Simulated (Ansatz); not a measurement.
`F[C@H]1COC[C@@H]1F`. Total charge 0; spin multiplicity 1. Geometry: relaxed with PBE0-D4/def2-TZVP.

```xyz
13

F     0.567    1.700    0.869
C     0.610    0.318    0.799
C    -0.753   -0.269    1.080
O    -1.463   -0.253   -0.147
C    -0.577    0.038   -1.214
C     0.823   -0.070   -0.656
F     1.258   -1.383   -0.686
H     1.402   -0.041    1.459
H    -0.648   -1.299    1.440
H    -1.292    0.319    1.827
H    -0.733   -0.671   -2.029
H    -0.754    1.056   -1.582
H     1.561    0.555   -1.162
```

Problem. What is the dipole moment at B3LYP/def2-TZVPP? (Best estimate.)

Solution. The calculation gave: 0.81 D, with components (0.80, 0.14, 0.08) D in this frame, pointing from negative to positive charge.

Problem. And with PBE, r2SCAN, ωB97M-V? (Best estimate.)

Solution. The calculation gave: PBE 0.75 D, r2SCAN 0.77 D, ωB97M-V 0.83 D.

Problem. Give the Mulliken charges with B3LYP, PBE, ωB97M-V in def2-TZVPP. (Estimate.)

Solution. Computed: 
| atom | B3LYP | PBE | ωB97M-V |
| --- | --- | --- | --- |
| F1 | -0.24 | -0.20 | -0.22 |
| C2 | 0.13 | 0.10 | 0.09 |
| C3 | 0.03 | 0.01 | -0.02 |
| O4 | -0.33 | -0.26 | -0.30 |
| C5 | 0.03 | 0.01 | -0.02 |
| C6 | 0.13 | 0.10 | 0.09 |
| F7 | -0.24 | -0.20 | -0.22 |
| H8 | 0.08 | 0.06 | 0.10 |
| H9 | 0.08 | 0.07 | 0.10 |
| H10 | 0.09 | 0.08 | 0.10 |
| H11 | 0.09 | 0.08 | 0.10 |
| H12 | 0.08 | 0.07 | 0.10 |
| H13 | 0.08 | 0.06 | 0.10 |

B3LYP here is the variant with VWN-RPA as its local correlation; programs differ in this.
